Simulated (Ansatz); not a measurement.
Geometry optimisation, RKS PBE-D4/def2-SVP (Ansatz).

input.yaml

```yaml
crystal:
  periodic: [false, false, false]
  atoms:
    - { symbol: B, position_ang: [0.0, 0.0, 0.0] }
    - { symbol: O, position_ang: [0.0, 0.0, 1.41] }
    - { symbol: H, position_ang: [-0.9095, -0.2814, 1.7471] }
    - { symbol: Cl, position_ang: [1.6108, 0.0, -0.93] }
    - { symbol: O, position_ang: [-1.2211, 0.0, -0.705] }
    - { symbol: H, position_ang: [-1.7308, -0.8467, -0.4965] }
basis:
  gaussian: { orbitals: def2-SVP }
hamiltonian:
  xc: pbe
  dispersion: d4
relax:
  f_tol: 0.02
  max_steps: 40
```

Run as:

```bash
$ ansatz run input.yaml --threads 1 --pin off --max-ram 2048MiB --backend cpu --events-out ev --progress --plain --runs-dir out
```

Q: Where does it end, and by what steps?

A: The forces met the threshold. After 6 steps the energy has fallen by 0.489 eV; O5 moved furthest, 0.42 Å.

```json
{"step": "0", "energy less start (eV)": "0.0000", "largest force component (eV/Å)": "1.554", "accepted": "yes"}
{"step": "1", "energy less start (eV)": "-0.2050", "largest force component (eV/Å)": "2.210", "accepted": "yes"}
{"step": "2", "energy less start (eV)": "-0.3187", "largest force component (eV/Å)": "1.569", "accepted": "yes"}
{"step": "3", "energy less start (eV)": "-0.4618", "largest force component (eV/Å)": "0.417", "accepted": "yes"}
{"step": "4", "energy less start (eV)": "-0.4666", "largest force component (eV/Å)": "0.570", "accepted": "yes"}
{"step": "5", "energy less start (eV)": "-0.4890", "largest force component (eV/Å)": "0.057", "accepted": "yes"}
{"step": "6", "energy less start (eV)": "-0.4894", "largest force component (eV/Å)": "0.017", "accepted": "yes"}
```

```xyz
6
Properties=species:S:1:pos:R:3
B 0.007 -0.112 -0.026
O 0.006 -0.080 1.341
H -0.862 -0.247 1.746
Cl 1.560 0.195 -0.829
O -1.064 -0.361 -0.840
H -1.898 -0.524 -0.366
```

Whether the end is a true minimum wasn't checked by a vibrational analysis.

Time of the run: 8.5 s on 1 thread of Intel(R) Xeon(R) Platinum 8488C (Sapphire Rapids), on a shared host, peak memory 0.15 GiB.
